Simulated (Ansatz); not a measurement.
`C=C[CH2][Al]([F])[F]` + H₂O → `[OH][Al]([F])[F]` + `C=CC` at 298.15 K and 1 bar (formal hydrolysis of the Al–C bond).

Calculated with Ansatz (gas phase, PBE0-D4/def2-TZVP geometries, no zero-point term in ΔE). CBS: MP2 limit from def2 TZ/QZ plus the TZ coupled-cluster correction, frozen cores. This one scheme is used for every species. One conformer a species, not always the lowest.

```
               species  CCSD(T)/CBS energy (Eh)  H − E (kJ/mol)  S (J/(mol·K))
`C=C[CH2][Al]([F])[F]`               -558.91415           219.6          360.4
                   H₂O                -76.37941            66.4          188.7
    `[OH][Al]([F])[F]`               -517.59653            65.4          299.2
                `C=CC`               -117.74610           222.5          264.5
```

H − E and S are ideal-gas, rigid-rotor, harmonic terms from PBE0-D4/def2-TZVP, for one conformer and one mirror image of each species. 1 Eh = 2625.50 kJ/mol, R = 8.31446 J/(mol·K).

By hand: ΔE, ΔH, ΔS and ΔG.

ΔE = (-517.59653) + (-117.74610) − (-558.91415) − (-76.37941) = -0.04907 Eh = -128.8 kJ/mol. Δ(H − E) = 65.4 + 222.5 − 219.6 − 66.4 = 1.9, so ΔH = -126.9 kJ/mol. ΔS = 299.2 + 264.5 − 360.4 − 188.7 = 14.6 J/(mol·K). ΔG = -126.9 − 298.15 × (14.6)/1000 = -131.3 kJ/mol.

By hand: the equilibrium constant, and the temperature at which ΔG would vanish if ΔH and ΔS stayed fixed.

log₁₀ K = −ΔG/(RT ln 10) = 23.0. ΔH and −TΔS have one sign here, so there is no such temperature.

The number of gas molecules stays the same, so ΔS is small and ΔH decides. A doubt of 5 kJ/mol in ΔE shifts log₁₀ K by 0.9 here. Other conformers and mirror images would add mixing entropy, several J/(mol·K) or more a flexible species. These are equilibria of isolated gas molecules and say nothing of rates. Largest T1 diagnostic: 0.013 (customary marks: 0.02 for closed shells, 0.045 for open ones).
